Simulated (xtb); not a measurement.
C4H7BO, SMILES CB1OC(=C)C1. All values are semi-empirical tight-binding results from xtb (GFN2-xTB unless named), good for trends rather than for accurate numbers. Geometry: GFN2-xTB. This is a generated structure with no PubChem entry under its InChIKey; it may be hypothetical.

```yaml
orbital_gap: 4.86 eV
dipole_moment: 1.29 D
zero_point_energy: 64.0 kcal/mol
G − E(el) at 298.15 K (modified RRHO): 44.9 kcal/mol
static polarisability (D4 model): 60.2 bohr³
solvation energy, GFN2-xTB/ALPB(water): -1.2 kcal/mol
solvation energy, GFN2-xTB/ALPB(ch2cl2): -5.5 kcal/mol
```

Computed IR lines (harmonic; lines under 4 % of the strongest left out, lines within 3 cm⁻¹ merged):
ν (cm⁻¹): 857 (w), 898 (m), 921 (w), 957 (m), 1081 (m), 1213 (s), 1276 (vs), 1384 (w), 1430 (w), 1771 (m), 3003 (w), 3016 (w), 3021 (w), 3033 (w), 3051 (w), 3155 (w) (against the strongest line: vs over 80 %, s over 45 %, m over 15 %, w over 4 %, vw less)
